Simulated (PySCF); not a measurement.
**Polarisability and C₆ of P(2+) (phosphorus, charge +2)**

[Ne] 3s2 3p1, 2P determinant. Computed with PySCF 2.14 in aug-cc-pwCVQZ (10s9p7d5f3g, 134 functions), with the non-relativistic Hamiltonian (point nucleus). Coupled (time-dependent) response in atomic units; α is the mean over directions.

```csv
method,mean α (bohr³),"α xx, yy, zz",C₆ (like pair),S(−4)
revPBE,9.299,"9.477, 8.945, 9.477",33.65,37.45
```

S(−4) is the Cauchy moment in α(ω) = α(0) + S(−4) ω² + …

α(iu) at revPBE:

| u (hartree) | α(iu) (bohr³) |
| --- | --- |
| 0 | 9.299 |
| 0.0500 | 9.207 |
| 0.100 | 8.941 |
| 0.200 | 8.024 |
| 0.300 | 6.871 |
| 0.500 | 4.751 |
| 0.750 | 3.015 |
| 1.00 | 2.031 |
| 1.50 | 1.099 |
| 2.00 | 0.7024 |
| 3.00 | 0.3802 |
| 5.00 | 0.1838 |

A single London oscillator, α(iu) = α/(1 + u²/ω²), gives C₆ = (3/4) ω α². Matching the computed C₆ needs ω = 4 × 33.65 / (3 × 9.299²) = 0.519 hartree.

For an ion, C₆ is the dispersion term alone; charge-induced terms of lower order in 1/R come first.

The components differ because the open shell of this determinant is not spherical; for a pure term their mean is the scalar polarisability.
